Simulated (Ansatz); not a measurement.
Species: GeCl, charge 0, doublet. GeCl (SMILES [Cl][Ge], doublet).
B3LYP-D3(BJ)/def2-TZVP minimum from Ansatz (a first-principles code):
```xyz
2

Ge     0.0000     0.0000    -0.7621
Cl     0.0000     0.0000     1.4345
```
Charge 0, spin multiplicity 2.

Total energies in def2-QZVPP, 11 correlated electrons, 19 frozen orbitals. UHF or UKS for unpaired electrons; spin-orbit terms are left out. Correlated methods leave the cores frozen (noble-gas shells, and filled d and f shells in the p block). No relativity.

| method | program | energy (Eh) | minus CCSDT(Q) (mEh) |
|---|---|---|---|
| HF | Ansatz | -2534.95353 | 323.17 |
| MP2 | Ansatz | -2535.23494 | 41.76 |
| CCSD | Ansatz | -2535.26003 | 16.67 |
| CCSD(T) | Ansatz | -2535.27496 | 1.74 |
| CCSDT(Q) | Ansatz | -2535.27670 | 0.00 |

Rough core times of Ansatz's runs on a shared machine: CCSD(T) 30 s, CCSDT(Q) 50 min.
